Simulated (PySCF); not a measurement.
# Where the electron goes

Species: C₇H₄FP.
Geometry (GFN2-xTB, Å), atoms numbered from 1 in this order:
```xyz
13
C7H4FP angstrom
F      0.979    2.334    0.137
C      0.309    1.165    0.061
C     -1.069    1.186    0.012
C     -1.760   -0.013   -0.064
C     -1.067   -1.214   -0.090
C      0.312   -1.228   -0.043
C      1.037   -0.031    0.035
C      2.435   -0.025    0.083
P      3.992    0.007    0.137
H     -1.583    2.134    0.032
H     -2.838   -0.006   -0.102
H     -1.607   -2.146   -0.149
H      0.855   -2.161   -0.067
```

Computed, not measured: PySCF 2.14.0, density-fitted response routines, TDDFT wB97X-D/def2-SVPD, vertical, gas phase, core orbitals frozen in the response.

Kohn–Sham orbitals with the atoms that hold most of them (Löwdin shares over 4%, at most four atoms; ? is withheld):

```tsv
orbital	ε (eV)	atoms
LUMO+2	1.15	C6 19%, C2 18%, C3 18%, C5 17%
LUMO+1	0.53	P9 54%, C8 36%, C7 4%
LUMO	?	?
HOMO	-8.54	P9 29%, C8 23%, C7 13%, C4 11%
HOMO-1	-9.54	?
HOMO-2	-9.62	C8 45%, P9 42%, C7 6%
HOMO-3	-11.12	C8 24%, C4 17%, C7 16%, P9 13%
```

Problem. Give the leading atoms of the LUMO.

Solution. P9 (bonded to C) 32%; C8 (bonded to C and P) 20%; C4 (bonded to 2 C and H) 12%; C7 (bonded to 3 C) 8%. By element: carbon 40% or more, phosphorus 32%.

Problem. Give the leading atoms of the HOMO-1.

Solution. C3 (bonded to 2 C and H) 21%; C6 (bonded to 2 C and H) 21%; C5 (bonded to 2 C and H) 19%; C2 (bonded to 2 C and F) 15%.

Problem. What is the LUMO energy, and the HOMO–LUMO gap?

Solution. ε(LUMO) = -0.50 eV; the gap is 8.04 eV (0.2954 hartree).

Problem. The HOMO–LUMO gap is 8.04 eV. Where does the response calculation put the lowest singlet, and from which orbitals?

Solution. S1 is at 3.91 eV (f = 0.0000), 4.13 eV below the gap, made of HOMO→LUMO+1 (51%), HOMO-2→LUMO (40%). Its leading pair isn't HOMO and LUMO; the energies of that pair differ by 9.07 eV. 

Problem. One configuration dominates each of S2 and S7. Which, and how do the shares of the two leading atoms of either orbital change from the occupied to the empty one?

Solution. 
- S2 (4.09 eV, f 0.184), HOMO→LUMO (72%): P9 29% → 32%, C8 23% → 20%
- S7 (6.47 eV, f 0.0001), HOMO-1→LUMO+1 (93%): C3 21% → at most 4%, C6 21% → at most 4%, P9 at most 15% → 54%, C8 at most 15% → 36%

Löwdin shares depend on the basis, the more so with diffuse functions.
